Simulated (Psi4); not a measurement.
Noncovalent pair: CH5N (SMILES CN) (first 7 atoms) with CH4S (SMILES CS); geometry from B3LYP-D3(BJ)/def2-TZVP, rigid monomers moved along the line of their centres of mass till N2···H13 is 3.88 Å.
(charge 0, multiplicity 1):
```xyz
13

C      0.41790     0.39043     0.46302
N     -0.36245    -0.81726     0.73830
H      1.42491     0.26215     0.86161
H     -0.03482     1.23312     0.98713
H      0.50299     0.64915    -0.59934
H      0.06953    -1.63557     0.32694
H     -1.29530    -0.74311     0.35045
C      1.13477     0.18315     6.00759
S     -0.67266     0.00084     5.85378
H      1.52284     0.90132     5.28734
H      1.33173     0.55431     7.01189
H      1.63754    -0.77435     5.88451
H     -0.66611    -0.49385     4.59252
```

Level of theory: SAPT0/jun-cc-pV(D+d)Z run with Psi4.

Q: Give the four SAPT terms and the total, and say what mostly holds the pair together.

A: electrostatics -2.7, exchange 0.2, induction -0.3, dispersion -0.9, total -3.8 kJ/mol; the largest attraction is electrostatics.
